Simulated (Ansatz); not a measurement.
Saddle point of BAsH6SO2, singlet (BH₃SO₂ ([OH][B]([OH])[SH]) + AsH₃ → BAsH₄O₂ ([OH][B]([OH])[AsH2]) + H₂S; bonds formed: B1–As6, S2–H5; bonds broken: B1–S2, H5–As6), PBE0-D4/def2-TZVP structure:

B1  (0.208, -0.492, -0.387)
S2  (-0.023, 1.528, -1.175)
O3  (-0.834, -1.286, -0.806)
O4  (1.519, -0.883, -0.581)
H5  (-0.140, 0.770, 0.312)
As6  (-0.187, -0.339, 1.871)
H7  (-1.343, 1.354, -1.329)
H8  (-0.586, -1.797, -1.583)
H9  (2.174, -0.186, -0.554)
H10  (0.678, 0.850, 2.272)
H11  (-1.466, 0.481, 1.962)
(Å)

Energies are electronic, without zero-point energy. Barriers and step energies count from the start structure reached by relaxing down the imaginary mode; all methods use the PBE0-D4 structures, on which another method's saddle can fall below an end. Program: Ansatz 0.2.0. Basis: def2-TZVPP, with def2-QZVPP for the basis limit. Cores are frozen in the correlated methods. Filled d shells of the heavier atoms are correlated. The def2 sets are not built for correlating such inner shells, so the correlated values are less sure here. B3LYP uses VWN-RPA correlation. Extrapolation: Hartree–Fock as exp(−7.88 √X), correlation as X^−2.97.

| method | barrier (kcal/mol) | step energy (kcal/mol) |
| --- | --- | --- |
| SPW92 | 35.33 | 13.51 |
| PBE-D4 | 40.32 | 12.75 |
| BLYP-D4 | 45.47 | 12.89 |
| r2SCAN-D4 | 44.56 | 13.75 |
| B97M-V | 50.34 | 14.83 |
| PBE0-D4 | 45.77 | 13.15 |
| B3LYP-D4 | 49.85 | 13.20 |
| r2SCAN0-D4 | 48.29 | 13.79 |
| BHLYP-D4 | ? | 13.72 |
| CAM-B3LYP-D4 | 54.43 | 13.39 |
| wB97X-V | 54.15 | 13.29 |
| wB97M-V | 52.41 | 13.13 |
| B2PLYP | 52.59 | 13.10 |
| PBE-QIDH | 50.31 | 13.38 |
| RPA on PBE | 52.00 | 12.16 |
| HF | ? | 14.36 |
| MP2 | ? | 12.75 |
| CCSD | 56.73 | 12.63 |
| CCSD(T) | 52.69 | 12.60 |

**Question.** Fill in the withheld barriers. (An estimate is asked for; the value comes from the calculation.)

**Answer.** The calculation gives: MP2 49.47; BHLYP-D4 56.82; HF 73.87 kcal/mol. Each is the energy of the saddle less that of the start structure, by the same method.

For comparison, the barrier by CCSD(T) at an estimated basis limit (MP2 extrapolated from triple and quadruple zeta, plus CCSD(T) − MP2 in triple zeta) is 51.53 kcal/mol.

No T1 diagnostic of these runs exceeds 0.013.

Labels in which every atom is bracketed show which atoms are joined, not bond orders.

For scale, one of the runs: CCSD(T)/def2-TZVPP, 267 basis functions, launched by `ansatz run in.yaml --threads 8 --pin off --events-out ev --progress --plain --max-ram 19148MiB`. The run took 3.6 min on 8 CPU threads of an Arm Neoverse V1 (shared host), with 7 GiB of host memory at its peak.
